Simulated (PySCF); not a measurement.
# Basis and Hamiltonian dependence of the excitation energy of Cr²⁺

Cr²⁺ [Ar] 3d4 (5D) → Cr²⁺ [Ar] 3d3 4s1, s spin flipped. Calculated with PySCF 2.14 from differences of total energies of unrestricted determinants, without spin-orbit coupling. Values in eV.

```json
{"basis": "aug-cc-pVDZ", "Hamiltonian": "non-relativistic", "functions": "59", "UHF": "7.003", "PBE": "7.772", "PBE0": "7.760", "MP2 (valence)": "7.305"}
{"basis": "ANO-RCC-VTZP", "Hamiltonian": "spin-free X2C", "functions": "59", "UHF": "6.491", "PBE": "7.213", "PBE0": "7.203", "MP2 (valence)": "6.832"}
{"basis": "x2c-TZVPPall", "Hamiltonian": "spin-free X2C", "functions": "64", "UHF": "6.377", "PBE": "7.138", "PBE0": "7.118", "MP2 (valence)": "6.670"}
{"basis": "x2c-TZVPPall with one added diffuse shell each of s, p, d, f type", "Hamiltonian": "spin-free X2C", "functions": "80", "UHF": "6.367", "PBE": "7.120", "PBE0": "7.101", "MP2 (valence)": "6.655"}
{"basis": "aug-cc-pVTZ-DK", "Hamiltonian": "spin-free X2C", "functions": "93", "UHF": "6.421", "PBE": "7.169", "PBE0": "7.151", "MP2 (valence)": "6.709"}
{"basis": "dyall-av2z", "Hamiltonian": "non-relativistic", "functions": "101", "UHF": "6.736", "PBE": "7.492", "PBE0": "7.471", "MP2 (valence)": "7.027"}
{"basis": "x2c-QZVPPall with one added diffuse shell each of s, p, d, f, g type", "Hamiltonian": "spin-free X2C", "functions": "121", "UHF": "6.299", "PBE": "7.052", "PBE0": "7.029", "MP2 (valence)": "6.601"}
{"basis": "aug-cc-pwCVTZ", "Hamiltonian": "non-relativistic", "functions": "127", "UHF": "6.754", "PBE": "7.525", "PBE0": "7.505", "MP2 (valence)": "7.077"}
```

Frozen in the all-electron rows: valence: [Ar].

In the upper determinant the s electron has its spin opposite to the other open shell, which mixes two multiplicities. Non-relativistic rows lack the scalar-relativistic shift.
